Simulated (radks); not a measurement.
Task: Charge is removed step by step from the 4p (averaged over the sub-levels emptied) level of the europium ion Eu9+, starting from [Kr] 4d10 4f5 5s2 5p1. Level of theory: Dirac Kohn-Sham, BLYP, spin-unpolarised, spherical densities, finite nucleus; open shells are shared between the two j in proportion to 2j + 1; Fermi nuclear charge, rms radius 5.1115 fm (a radial shooting solver on a logarithmic mesh with Libxc functionals). At the starting occupation the eigenvalue is -401.59 eV. Estimate the energy to remove one whole electron from this level, the eigenvalue at the end, and how far E(n) bends from a straight line.

Result: Delta-SCF 416.89 eV; final eigenvalue -432.39 eV; the deviation from the straight line is -3.851 eV at 0.5 electron removed, the largest on the grid computed. Slater's transition state (half an electron removed) gives 416.85 eV. Integrating minus the eigenvalue over the occupation (Janak's theorem) gives 416.89 eV. The mean slope of the eigenvalue, de/dn, is 30.8 eV per electron.
